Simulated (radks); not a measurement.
The numbers below are computed, except where a source is named.
Trend from Mg2+ to Ar2+: ionisation energy by Delta-SCF between NIST ground configurations, and size. Level of theory: scalar-relativistic Kohn-Sham, PBE, spin-polarised, spherical densities, finite nucleus; open shells are filled with parallel spins first; Fermi nuclear charge, rms radius of each element as measured or else 0.836 A^(1/3) + 0.57 fm (a radial shooting solver on a logarithmic mesh with Libxc functionals).

species  configuration  IE (eV)  NIST (eV)       kind  -e(HOMO) (eV)  outermost  <r> outermost (bohr)
Mg2+              [Ne]   80.483     80.144       exp.    66.705 (2p)         2s                 0.695
Al2+          [Ne] 3s1   28.875     28.448       exp.    24.484 (3s)         3s                  2.19
Si2+          [Ne] 3s2   33.451     33.493       exp.    28.536 (3s)         3s                  1.95
P2+       [Ne] 3s2 3p1   30.082     30.203       exp.    24.868 (3p)         3p                  1.96
S2+       [Ne] 3s2 3p2   34.937      34.86  semi-emp.    29.006 (3p)         3p                  1.75
Cl2+      [Ne] 3s2 3p3   39.642       39.8  semi-emp.    33.089 (3p)         3p                  1.59
Ar2+      [Ne] 3s2 3p4   40.494      40.74  semi-emp.    33.982 (3p)         3p                  1.48

Reference values: NIST Atomic Spectra Database (exp. = measured, semi-emp. = semi-empirical, theory = theoretical value adopted there). Open shells are spherical and high-spin; term and fine-structure splittings are not resolved.
